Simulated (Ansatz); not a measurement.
SnEt3(NHMe) (C₇H₁₉NSn). Charge 0, multiplicity 3. Geometry r2SCAN-D4/def2-SVP, that of the neutral singlet; atoms count from 1.

```xyz
28

Sn   -0.002   -0.007   -0.066
C    -1.403   -0.928    1.313
C    -1.157   -0.474    2.751
H    -1.324   -2.025    1.215
H    -2.421   -0.661    0.980
H    -1.890   -0.909    3.453
H    -0.155   -0.770    3.105
H    -1.218    0.622    2.842
C    -0.264   -0.692   -2.122
C    -1.677   -0.445   -2.644
H    -0.006   -1.765   -2.158
H     0.486   -0.168   -2.740
H    -1.795   -0.764   -3.694
H    -2.432   -0.992   -2.054
H    -1.945    0.624   -2.599
C     2.044   -0.240    0.624
C     2.457   -1.700    0.796
H     2.116    0.313    1.576
H     2.708    0.277   -0.090
H     3.492   -1.795    1.166
H     1.808   -2.228    1.516
H     2.404   -2.258   -0.154
N    -0.422    2.006    0.117
C     0.329    2.979   -0.654
H    -1.421    2.205    0.085
H     0.154    4.005   -0.279
H     1.412    2.793   -0.539
H     0.124    2.996   -1.747
```

In the def2 sets Sn takes a core potential; there is no spin–orbit coupling. Single mean-field runs in def2-TZVP are fitted with def2-universal-jkfit. At PBE0-D4/def2-TZVP a singlet of charge 0 lies 4.70 eV below the triplet at the same geometry.

Q: Estimate the Mulliken populations from the PBE0/def2-TZVP orbitals of Ansatz.

A: 
| atom | charge (e) | spin (α − β) |
| --- | --- | --- |
| Sn1 | 0.38 | 0.66 |
| C2 | -0.38 | -0.08 |
| C3 | -0.36 | 0.00 |
| H4 | 0.11 | 0.02 |
| H5 | 0.10 | 0.04 |
| H6 | 0.12 | 0.00 |
| H7 | 0.12 | 0.00 |
| H8 | 0.11 | 0.02 |
| C9 | -0.33 | 0.08 |
| C10 | -0.28 | -0.08 |
| H11 | 0.11 | 0.03 |
| H12 | 0.10 | 0.03 |
| H13 | 0.12 | 0.02 |
| H14 | 0.11 | 0.02 |
| H15 | 0.06 | 0.08 |
| C16 | -0.43 | -0.01 |
| C17 | -0.38 | 0.01 |
| H18 | 0.11 | 0.02 |
| H19 | 0.11 | 0.02 |
| H20 | 0.13 | 0.00 |
| H21 | 0.13 | 0.00 |
| H22 | 0.13 | 0.00 |
| N23 | 0.07 | 0.62 |
| C24 | -0.25 | -0.08 |
| H25 | -0.07 | 0.35 |
| H26 | 0.13 | 0.07 |
| H27 | 0.11 | 0.05 |
| H28 | 0.12 | 0.15 |
Mulliken values depend strongly on the basis.

Q: Where does the spin sit?

A: Summed by element: Sn 0.66, C -0.18, H 0.90, N 0.62, of 2 unpaired in all. Largest on single atoms: Sn1 0.66, N23 0.62, H25 0.35.

Q: And the Mayer bond orders between heavy atoms (over 0.3)?

A: Sn1–C2 0.70 (2.17 Å); Sn1–C9 0.62 (2.18 Å); Sn1–C16 0.83 (2.17 Å); C2–C3 1.00 (1.53 Å); C9–C10 1.03 (1.53 Å); C16–C17 0.98 (1.53 Å); N23–C24 1.06 (1.45 Å).
